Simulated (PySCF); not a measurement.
Geometry:
| atom | x (Å) | y (Å) | z (Å) |
| --- | --- | --- | --- |
| Si1 | 0.356 | 0.584 | 0.268 |
| C2 | 0.252 | 0.534 | 2.143 |
| C3 | 1.318 | 0.539 | 2.953 |
| H4 | -0.743 | 0.460 | 2.603 |
| H5 | 2.337 | 0.615 | 2.556 |
| H6 | 1.226 | 0.474 | 4.044 |
| C7 | 2.150 | 0.503 | -0.279 |
| C8 | 2.787 | 1.489 | -0.923 |
| H9 | 2.705 | -0.427 | -0.087 |
| H10 | 2.291 | 2.441 | -1.141 |
| H11 | 3.827 | 1.396 | -1.255 |
| C12 | -0.442 | 2.156 | -0.378 |
| C13 | -0.891 | 3.150 | 0.399 |
| H14 | -0.578 | 2.255 | -1.464 |
| H15 | -0.784 | 3.119 | 1.490 |
| H16 | -1.379 | 4.041 | -0.014 |
| Si17 | -0.794 | -1.278 | -0.597 |
| C18 | -2.590 | -1.206 | -0.020 |
| C19 | -0.726 | -1.229 | -2.484 |
| C20 | 0.020 | -2.860 | 0.036 |
| H21 | -3.171 | -2.055 | -0.416 |
| H22 | -3.071 | -0.275 | -0.357 |
| H23 | -2.653 | -1.239 | 1.080 |
| H24 | -1.225 | -0.329 | -2.874 |
| H25 | 0.316 | -1.219 | -2.839 |
| H26 | -1.227 | -2.110 | -2.919 |
| H27 | 1.063 | -2.936 | -0.311 |
| H28 | 0.027 | -2.882 | 1.137 |
| H29 | -0.521 | -3.751 | -0.322 |

Geometry: PBE0-D3(BJ)/def2-SVP; GIAO absolute shieldings from PySCF, gas phase, non-relativistic, averaged over equivalent atoms.

At B3LYP/pcSseg-1 (291 basis functions):
| atoms | σ (ppm) |
| --- | --- |
| Si17 | 355.1 |
| Si1 | 364.6 |
| C3/C8/C13 | 34.5 |
| C2/C7/C12 | 36.0 |
| C18/C19/C20 | 181.5 |
| H4/H9/H14 | 25.07 |
| H5/H6/H10/H11/H15/H16 | 25.24 |
| H21/H22/H23/H24/H25/H26/H27/H28/H29 | 31.26 |

**Question.** Estimate the result of repeating the calculation with PBE0/pcSseg-1.

**Answer.** 
```
                              atoms  σ at PBE0/pcSseg-1  change
                               Si17               371.3   +16.2
                                Si1               380.1   +15.5
                          C3/C8/C13                38.2    +3.7
                          C2/C7/C12                42.3    +6.3
                        C18/C19/C20               186.8    +5.3
                          H4/H9/H14               24.86   -0.21
              H5/H6/H10/H11/H15/H16               24.98   -0.26
H21/H22/H23/H24/H25/H26/H27/H28/H29               31.14   -0.12
```

The largest change is at Si17 (silicon bonded to 3 C, Si). Cost: 291 basis functions. The order of the carbon signals is the same at both levels.
